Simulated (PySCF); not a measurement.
How methods differ on the excitation energy of Ru

Ru [Kr] 4d7 5s1 (5F) → Ru [Kr] 4d6 5s1 5p1 (high-spin determinant), as a difference of total energies. Calculation: PySCF 2.14, in x2c-TZVPPall (8s6p6d2f1g, 79 functions); scalar relativity by spin-free X2C-1e. Correlated levels: valence and next inner shell: [Ar] 3d10 frozen. The calculations carry no spin-orbit coupling.

```
                                method  excitation energy (eV)
                                   UHF                   1.691
    MP2 (valence and next inner shell)                   3.005
SCS-MP2 (valence and next inner shell)                   3.132
   CCSD (valence and next inner shell)                   2.825
CCSD(T) (valence and next inner shell)                   2.903
```

How much does correlation contribute at CCSD(T) (valence and next inner shell)?

2.903 − (1.691) = 1.212 eV, measured against UHF.

The basis was made for the ground configuration and has no added diffuse functions, so the excitation energy can come out too high.

The determinant of the upper state mixes LS terms, which raises its energy above the lowest term, most at the Hartree-Fock and MP2 levels.
